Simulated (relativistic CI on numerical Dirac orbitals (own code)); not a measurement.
**Os22+: sensitivity of the levels to the model**

Base calculation: Dirac-Coulomb-Breit CI, KLI orbitals optimised for each configuration, QED by a radiative potential, unscaled Slater integrals.

Configuration list (outside the closed core [Ar] 3d10 4p6 4d10): 4s2 4f8, 4s2 4f7 5s, 4s2 4f6 5s2, 4s2 4f7 6s, 4f10. Levels of other configurations are missing.

Variants: (1) configuration mixing switched off; (2) only the first 3 configurations. Shifts of the energy above 4s2 4f8 7F_6, in cm⁻¹, for the lowest level and the first level of each name with at least 55 % of one term (blank where a level changes its place among those of its configuration and J or its character, or is not in the variant):

| Level | Base | Δ(1) | Δ(2) |
| --- | --- | --- | --- |
| 4s2 4f8 7F_6 | 0.0 | 0.0 | 0.0 |
| 4s2 4f8 7F_5 | 11407.5 | -8.2 | -6.3 |
| 4s2 4f8 7F_4 | 13619.3 | +9.9 | +6.7 |
| 4s2 4f8 7F_3 | 19707.0 | +2.4 | +0.8 |
| 4s2 4f8 7F_2 | 22278.0 | +10.8 | +6.6 |
| 4s2 4f8 7F_1 | 25106.7 | +9.5 | +5.3 |
| 4s2 4f8 7F_0 | 26071.1 | +14.1 | +8.3 |
| 4s2 4f8 5D_4 | 45318.8 | +44.7 | +31.8 |
| 4s2 4f8 5L_10 | 57287.1 | -1.1 | -0.9 |
| 4s2 4f8 5L_9 | 65578.5 | -9.0 | -6.8 |
| 4s2 4f8 5L_8 | 67021.3 | +3.0 | +1.8 |
| 4s2 4f8 5G_2 | 72542.1 | +33.4 | +23.9 |
| 4s2 4f8 5D_3 | 74537.8 | +37.9 | +26.4 |
| 4s2 4f8 5I_8 | 83652.2 | -2.4 | -2.3 |
| 4s2 4f8 5K_9 | 92546.9 | -1.8 | -1.9 |
| 4s2 4f8 5F_1 | 96762.2 | +41.8 | +29.1 |
| 4s2 4f8 5K_8 | 97216.0 | +19.7 | +13.3 |
| 4s2 4f8 3O_12 | 100765.9 | -19.2 | -14.1 |
| 4s2 4f8 3O_11 | 101717.1 | -19.3 | -14.1 |
| 4s2 4f8 3M_10 | 112949.2 | -12.6 | -9.7 |

At this charge energies of transitions that change n are usually good to better than 1 %, and those within a shell (Δn = 0) to a few per cent. Terms inside the open d or f shell come out 10 to 20 % too wide with unscaled integrals.

Ionisation energy from the two ground configurations alone: base 638.931 eV. The NIST ASD value (theoretical) is 670 eV. The gap of more than 2 % comes from missing correlation, or from a tabulated value that is itself an estimate.

LS names give the leading component of a level, which can be under half, so a name can repeat, a term be missing and a line seem to break the LS rules.
